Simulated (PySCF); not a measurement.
# PPd: from constants to spectrum

BP86 constants of PPd, ⁴Σ⁻ (quartet), unpaired electrons σ ↑, π ↑↑ (P x2c-TZVPPall, Pd x2c-TZVPPall; spin-free X2C with a Gaussian nucleus (PySCF 2.14); masses 30.9738 and 105.9035 u):

| Property | Result |
| --- | --- |
| ωe | 401.9 cm⁻¹ |
| ωexe | 1.78 cm⁻¹ |
| Be | 0.15391 cm⁻¹ |
| αe | 0.000877 cm⁻¹ |
| De to P + Pd (4d10) | 2.69 eV |

(1) What force constant and bond length do these constants imply?

(2) Estimate the centrifugal constant D from the Kratzer relation and find the Dunham coefficient a1.

The metal atom is held in its measured ground configuration; semilocal functionals can put another filling of s and d lower by some tenths of an eV, and De to that atom would be smaller. These are scalar-relativistic numbers at best; spin–orbit coupling would shift them, the dissociation energy most. With d or f electrons several states lie close, and the lowest PBE0 determinant need not be the measured ground state.

## Answers

(1) Reduced mass μred = 23.965 u; k = 5.8918×10⁻⁷·μred·ωe² (u, cm⁻¹, mdyn/Å) = 2.28 mdyn/Å; Re = √(16.8576/(μred·Be)) (u, cm⁻¹, Å) = 2.138 Å.

(2) D = 4Be³/ωe² = 9.03e-08 cm⁻¹; a1 = −1 − αeωe/(6Be²) = -3.48.
